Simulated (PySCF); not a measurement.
**Computed properties of BrFGaH2N, SMILES [NH2][Ga]([F])[Br]**

Ga(F)(Br)(NH2) (BrFGaH₂N), SMILES [NH2][Ga]([F])[Br]. Geometry: B3LYP-D3(BJ)/def2-SVP. The structure was generated by enumeration; whether it is a known compound was not checked. Other conformers were not sampled. All values are computed for the isolated molecule unless a solvent is named; none is compared with measurement here.

**Structure.** The optimised structure has Cs symmetry. All 12 harmonic modes at B3LYP-D3(BJ)/def2-SVP (PySCF) are real, so it is a minimum. With heavy atoms numbered as in [Ga:1]([F:2])([Br:3])[NH2:4], the shortest bond between them is Ga1–F2 at 1.753 Å and the longest Ga1–Br3 at 2.280 Å.

**Vibrations.** The strongest infrared lines (harmonic, unscaled, degenerate partners summed) lie at 42 cm⁻¹ (168 km/mol, H 40 %, N 37 %, Ga 16 %), 733 cm⁻¹ (94 km/mol, H 73 %, N 22 %), 756 cm⁻¹ (68 km/mol, N 50 %, Ga 24 %, F 13 %, H 13 %). The softest mode is at 42 cm⁻¹ and the zero-point energy is 17.4 kcal/mol.

**Electronic structure.** B3LYP/def2-TZVP (PySCF) places the frontier levels at -7.83 and -1.62 eV, a gap of 6.21 eV, and gives a dipole moment of 2.87 D and a mean polarisability of 51.9 bohr³. PBE/def2-TZVP (PySCF) at the same geometry gives -6.65 and -2.21 eV, so its gap is 1.77 eV narrower. An orbital gap is neither the optical nor the fundamental gap.

**Excitations.** TDA-M06-2X/def2-SVPD (PySCF) has S1 at 5.72 eV (217 nm, f = 0.012, weak); the most intense of the 10 singlets computed lies at 8.29 eV (f = 0.36). T1 (TDA) is at 5.33 eV, 0.39 eV under S1. TDA-PBE/def2-SVPD (PySCF) puts S1 at 4.56 eV. No vertical singlet excitation falls in the visible range (under 3.1 eV).

**NMR.** GIAO shifts at KT2/pcSseg-1 (PySCF) (non-relativistic, atoms alike by connectivity averaged): ¹H at 2.2 ppm against TMS; ¹⁹F at -169.6 ppm against CFCl3. Without spin–orbit terms, shifts of atoms bonded to Cl or Br come out too high.
